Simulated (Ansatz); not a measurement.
`O[CH2][AlH][Cl]` + H₂O → `[OH][AlH][Cl]` + CH₃OH at 400 K and 1 bar (formal hydrolysis of the Al–C bond).

Calculated with Ansatz (gas phase, PBE0-D4/def2-TZVP geometries, no zero-point term in ΔE). CCSD(T)/CBS is the MP2 limit (def2-TZVPP, def2-QZVPP) plus CCSD(T) − MP2 in def2-TZVPP, frozen cores. This one scheme is used for every species. One conformer a species, not always the lowest.

```csv
species,CCSD(T)/CBS energy (Eh),H − E (kJ/mol),S (J/(mol·K))
`O[CH2][AlH][Cl]`,-817.47197,158.5,367.0
H₂O,-76.37941,69.8,198.6
`[OH][AlH][Cl]`,-778.29577,79.8,310.0
CH₃OH,-115.61712,151.2,252.6
```

H − E and S are ideal-gas, rigid-rotor, harmonic terms from PBE0-D4/def2-TZVP, for one conformer and one mirror image of each species. 1 Eh = 2625.50 kJ/mol, R = 8.31446 J/(mol·K).

By hand: ΔE, ΔH, ΔS and ΔG.

ΔE = (-778.29577) + (-115.61712) − (-817.47197) − (-76.37941) = -0.06151 Eh = -161.5 kJ/mol. Δ(H − E) = 79.8 + 151.2 − 158.5 − 69.8 = 2.7, so ΔH = -158.8 kJ/mol. ΔS = 310.0 + 252.6 − 367.0 − 198.6 = -3.0 J/(mol·K). ΔG = -158.8 − 400 × (-3.0)/1000 = -157.6 kJ/mol.

By hand: the equilibrium constant, and the temperature at which ΔG would vanish if ΔH and ΔS stayed fixed.

log₁₀ K = −ΔG/(RT ln 10) = 20.6. ΔG = 0 at ΔH/ΔS = 52933 K, far beyond where these terms or the molecules hold.

The number of gas molecules stays the same, so ΔS is small and ΔH decides. A doubt of 5 kJ/mol in ΔE shifts log₁₀ K by 0.7 here. Other conformers and mirror images would add mixing entropy, several J/(mol·K) or more a flexible species. Modes under 60 cm⁻¹, often nearly free rotors, make the harmonic entropy too high. These are equilibria of isolated gas molecules and say nothing of rates. Largest T1 diagnostic: 0.011 (customary marks: 0.02 for closed shells, 0.045 for open ones).
